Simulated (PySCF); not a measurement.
C₄H₅NO. Atoms are numbered in the order given.

```xyz
11

N      2.0239     0.1708    -0.1786
C      0.6486     0.1639    -0.0403
C     -0.3058     1.1511    -0.0158
C     -1.5684     0.4633     0.0623
C     -1.2904    -0.8687     0.0849
O      0.0713    -1.0566     0.0206
H      2.4568     1.0508     0.0800
H      2.4824    -0.6213     0.2634
H     -0.1329     2.2235    -0.0521
H     -2.5572     0.9160     0.1012
H     -1.8912    -1.7703     0.1461
```
Charge 0, spin multiplicity 1.

The structure is a stationary point at B3LYP-D3(BJ)/def2-SVP. Other conformers were not sampled.

Calculation: PySCF with PBE/pcSseg-1.

GIAO shieldings, no solvent; atoms listed in one row are averaged. δ = σ(ref) − σ: ¹⁵N against NH3 (σ = 267.0 ppm); ¹³C against TMS (σ = 182.0 ppm); ¹⁷O against H2O (σ = 334.3 ppm); ¹H against TMS (σ = 31.49 ppm), references at their B3LYP-D3(BJ)/def2-TZVP geometries, non-relativistic.

### Question
Estimate the chemical shifts. (The exact figures need the calculation; the answer reports its results.)

### Answer

| nucleus | atoms | count | δ (ppm) |
|---|---|---|---|
| ¹⁵N | N1 | 1 | 73.3 |
| ¹³C | C2 | 1 | 159.6 |
| ¹³C | C5 | 1 | 135.5 |
| ¹³C | C4 | 1 | 117.5 |
| ¹³C | C3 | 1 | 87.2 |
| ¹⁷O | O6 | 1 | 289.7 |
| ¹H | H11 | 1 | 7.01 |
| ¹H | H10 | 1 | 6.49 |
| ¹H | H9 | 1 | 5.40 |
| ¹H | H8 | 1 | 3.51 |
| ¹H | H7 | 1 | 3.17 |
